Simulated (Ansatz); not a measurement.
**Question.** Name a neutral molecule of C, Si and H with HOMO energy (B3LYP/def2-TZVPP) between -7.05 and -6.75 eV and HOMO–LUMO gap (ωB97M-V/def2-TZVPP) between 11.15 and 11.45 eV (Ansatz, PBE0-D4/def2-TZVP geometry).

**Answer.** `C[SiH]1C=C1` (-7.00 eV, 11.36 eV); `CC1=C[SiH2]1` (-7.04 eV, 11.28 eV); `CCC1=C[SiH2]1` (-6.98 eV, 11.23 eV); `CC#CC[SiH3]` (-6.75 eV, 11.26 eV). Other molecules can fit too; these were computed, each in one conformer that needn't be the lowest.

B3LYP here is the variant with VWN-RPA as its local correlation; programs differ in this.
